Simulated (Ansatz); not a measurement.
C$_{3}$H$_{9}$GaO (`CC(C)=[O+][GaH3-]`), relaxed with RKS PBE0-D4/def2-TZVP in Ansatz 0.2.0 from a PBE-D4/def2-SVP geometry. The force threshold is 0.005 eV/Å; the program also tests the step.

Total charge 0; spin multiplicity 1.

Start:

```xyz
14

C    -1.533    1.229    0.801
C    -0.423    0.393    0.217
C     0.802    1.031   -0.364
O    -0.554   -0.842    0.235
Ga    0.834   -2.282   -0.489
H    -2.481    0.980    0.281
H    -1.345    2.315    0.736
H    -1.679    0.938    1.862
H     0.788    2.134   -0.329
H     0.924    0.675   -1.411
H     1.692    0.636    0.173
H     2.080   -1.827    0.401
H     0.864   -1.791   -2.009
H     0.033   -3.589   -0.103
```

Task: By how much does the energy fall, and how many steps does the optimiser take? (Best estimate.)

Result: The calculation gave: 0.11 eV, in 37 steps, 4 of them rejected.

Task: Which bonds change most? (An estimate is asked.)

Result: Ansatz gave: C1–H6 from 1.109 to 1.088 Å; C2–O4 from 1.242 to 1.224 Å; C3–H11 from 1.112 to 1.094 Å; C1–C2 from 1.507 to 1.489 Å.

Task: Give the relaxed structure. (An estimate is asked.)

Result: The calculation gave: 
```xyz
14

C    -1.541    1.207    0.754
C    -0.444    0.354    0.218
C     0.826    1.002   -0.213
O    -0.601   -0.857    0.140
Ga    0.801   -2.263   -0.582
H    -2.406    0.604    1.023
H    -1.817    1.956    0.006
H    -1.177    1.758    1.626
H     0.815    2.082   -0.073
H     1.005    0.756   -1.264
H     1.655    0.554    0.344
H     1.964   -1.938    0.446
H     0.975   -1.651   -2.035
H    -0.055   -3.565   -0.390
```
